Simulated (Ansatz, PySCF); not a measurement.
Gas-phase reaction in SMILES: Br[Si]Br -> Br[Si]Br as doublet, charge -1 (an electron is taken up)
Geometries: B3LYP-D3(BJ)/def2-TZVP minima from Ansatz (a quantum-chemistry and plane-wave program). Unstable Hartree-Fock reference: Br[Si]Br. A spin state is the lowest found, not a proven ground state.

Quantity: adiabatic electron affinity (electronic energy difference), positive where the reaction releases energy, in eV. Valence correlation only, unless marked. Open shells are spin-unrestricted. No spin-orbit coupling. Frozen are the shells of the preceding noble gas and the d and f shells that filled before the atom's block. No relativistic terms. Anions need diffuse functions: def2-D sets add few; the other sets have none. CBS(X,Y): correlation extrapolated as X^-3; Hartree-Fock from the larger set. The bracket is a focal-point correction in the basis named.

| level | program | adiabatic electron affinity (eV) |
|---|---|---|
| HF/STO-3G | Ansatz | -3.10 |
| PBE-D3(BJ)/def2-TZVPD | Ansatz + dftd3 | 1.47 |
| PBE-D4/def2-TZVPD | Ansatz + dftd4 | 1.48 |
| M06-L/def2-TZVPD | PySCF | 1.25 |
| r2SCAN-D4/def2-TZVPD | Ansatz + dftd4 | 1.59 |
| PW6B95-D3(BJ)/def2-TZVPD | PySCF + dftd3 | 1.45 |
| wB97X-V/def2-TZVPD | Ansatz | 1.50 |
| B2PLYP-D4/def2-TZVPD | Ansatz + dftd4 | 1.44 |
| CCSD/def2-SVP | Ansatz | 1.03 |
| RI-MP2/CBS(def2-TZVPPD,def2-QZVPPD)+[CCSD(T)-MP2]/def2-TZVPPD | Ansatz | 1.48 |
